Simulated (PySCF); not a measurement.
A PySCF script (with the pyscf-properties extension) for the NMR shieldings of `[SiH2](C#C)[Si@@H](P)OCC`, C$_{4}$H$_{11}$OPSi$_{2}$, on a GFN2-xTB geometry:

```python
import basis_set_exchange as bse
import numpy as np
from pyscf import gto, dft
from pyscf.prop import nmr

atoms = """
C     4.494501   -1.200353   -0.260529
C     3.457986   -0.933537    0.288429
Si    1.852368   -0.515572    1.108868
Si    0.458815    0.343768   -0.526731
P    -0.373242   -1.009718   -2.132373
O    -0.772360    0.823652    0.420836
C    -2.068132    1.190984    0.039208
C    -3.044632    0.872329    1.159434
H     5.403552   -1.434370   -0.737343
H     1.381395   -1.768419    1.727496
H     2.174221    0.420731    2.194338
H     0.963169    1.482189   -1.325867
H     0.862402   -1.444818   -2.566919
H    -0.534906   -2.112219   -1.310225
H    -2.347191    0.650292   -0.875328
H    -2.076094    2.264833   -0.182937
H    -2.763762    1.412483    2.060138
H    -3.027051   -0.193511    1.373495
H    -4.050843    1.160507    0.868161
"""
names = dict.fromkeys(["C", "Si", "P", "O", "H"], "pcSseg-1")
basis = {el: gto.basis.parse(bse.get_basis(n, elements=[el], fmt="nwchem")) for el, n in names.items()}
mol = gto.M(atom=atoms, basis=basis, charge=0, verbose=0)
mf = dft.RKS(mol, xc="PBE0")
mf.grids.level = 2
mf.grids.alignment = dft.numint.BLKSIZE   # the property module wants whole blocks of grid points
mf.conv_tol = 1e-9
mf.kernel()

calc = nmr.RKS(mf)   # GIAO
C = mf.mo_coeff
Co = C[:, mf.mo_occ > 0]
resp = mf.gen_response(singlet=True, hermi=2)
def vind(x):   # induced exchange potential for any number of trial vectors
    d = np.einsum("pi,xij,qj->xpq", C, 2 * x.reshape(-1, C.shape[1], Co.shape[1]), Co, optimize=True)
    return np.einsum("xpq,pi,qj->xij", resp(d - d.transpose(0, 2, 1)), C, Co, optimize=True).ravel()
mo1, _ = nmr.rhf.solve_mo1(calc, with_cphf=vind)
sigma = calc.kernel(mo1)
for i, s in enumerate(sigma):   # ppm
    w = np.linalg.eigvalsh((s + s.T) / 2)
    print("%2d %-2s iso %8.1f  s11 %8.1f  s22 %8.1f  s33 %8.1f" % (i, mol.atom_pure_symbol(i), w.mean(), *w))
```

Problem. What does it print?

Solution. 
```
 0 C  iso     81.3  s11     -3.7  s22     -2.6  s33    250.3
 1 C  iso    102.9  s11      8.6  s22      9.6  s33    290.4
 2 Si iso    448.8  s11    426.9  s22    452.0  s33    467.5
 3 Si iso    349.2  s11    269.8  s22    336.5  s33    441.4
 4 P  iso    616.6  s11    532.6  s22    615.9  s33    701.2
 5 O  iso    307.3  s11    275.9  s22    317.6  s33    328.4
 6 C  iso    123.3  s11     93.5  s22    109.9  s33    166.6
 7 C  iso    166.3  s11    148.3  s22    164.5  s33    185.9
 8 H  iso     29.9  s11     24.6  s22     24.9  s33     40.2
 9 H  iso     27.4  s11     24.2  s22     26.3  s33     31.7
10 H  iso     27.3  s11     23.3  s22     26.1  s33     32.3
11 H  iso     25.8  s11     23.0  s22     24.2  s33     30.1
12 H  iso     30.8  s11     26.1  s22     27.5  s33     39.0
13 H  iso     30.6  s11     26.1  s22     27.5  s33     38.3
14 H  iso     27.7  s11     21.5  s22     30.4  s33     31.3
15 H  iso     27.9  s11     22.8  s22     27.4  s33     33.5
16 H  iso     30.3  s11     26.5  s22     28.4  s33     35.8
17 H  iso     30.5  s11     26.6  s22     29.9  s33     35.1
18 H  iso     30.8  s11     26.7  s22     27.6  s33     38.0
```

These numbers come from an equivalent density-fitted implementation of the same equations, which agrees with the script to about 0.01 ppm for H and up to a few tenths of a ppm for heavy atoms, so last digits may differ.

Problem. Turn these shieldings into chemical shifts. References, each an isolated molecule treated in the same way: TMS for 13C (186.93 ppm) and 29Si (349.16 ppm) and 1H (31.72 ppm); 31P (318.38 ppm) vs H3PO4; 17O (336.08 ppm) vs H2O.

Solution. Averaging equivalent atoms: C 0: 105.6; C 1: 84.1; C 6: 63.6; C 7: 20.7; Si 3: -0.1; Si 2: -99.7; P 4: -298.2; O 5: 28.8; H 11: 5.95; H 10: 4.47; H 9: 4.33; H 14: 4.00; H 15: 3.82; H 8: 1.82; H 16/17/18: 1.18; H 12/13: 1.00 ppm. Experimental scales use liquid or dissolved standards, which lie at an offset from isolated H2O (liquid H2O: subtract about 36 ppm) and H3PO4.

Size and cost of the density-fitted run: 212 basis functions, 50 s wall time on 1 thread of an Arm Neoverse V2, shared host; peak memory 0.94 GiB.
